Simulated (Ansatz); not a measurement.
Conformers and stereoisomers of C2H2FI (`FC=CI`), each relaxed with PBE0-D4/def2-TZVP in Ansatz. CBS adds the triple-zeta coupled-cluster correction to the MP2 limit.

Elements past krypton have def2 core potentials. Outer-core shells of I are correlated without core-valence functions. Spin–orbit coupling is left out.

Not all of them had a frequency check.

Conformer A:

Cartesian coordinates in Å:
```
F -1.530 -0.599 0.547
C -0.701 0.144 -0.176
C 0.612 0.089 -0.066
I 1.603 -1.158 1.244
H -1.216 0.803 -0.867
H 1.234 0.721 -0.683
```

Conformer B:

Z-matrix (Å, degrees):
```
C
C 1 1.319
F 1 1.335 2 120.9
H 1 1.083 2 126.1 3 180.0
I 2 2.065 1 121.4 3 -180.0
H 2 1.081 1 122.4 3 0.0
```

**Question.** Which is lowest in electronic energy at CCSD(T)/CBS (frozen core, def2 sets), and by how much? (Best estimate.)

**Answer.** Ansatz gave: A; B lies 3.1 kJ/mol higher.

**Question.** Give the energies relative to A (kJ/mol) with PBE-D4/def2-TZVPP, PBE0-D4/def2-TZVPP, ωB97M-V/def2-TZVPP, r2SCAN/def2-TZVPP, PBE0/def2-TZVPP, MP2/def2-TZVPP, SCS-MP2/def2-TZVPP. (An estimate is asked.)

**Answer.** Ansatz gave: 
| level | B |
| --- | --- |
| PBE-D4/def2-TZVPP | 4.3 |
| PBE0-D4/def2-TZVPP | 4.2 |
| ωB97M-V/def2-TZVPP | 3.8 |
| r2SCAN/def2-TZVPP | 4.8 |
| PBE0/def2-TZVPP | 3.7 |
| MP2/def2-TZVPP | 4.0 |
| SCS-MP2/def2-TZVPP | 3.2 |
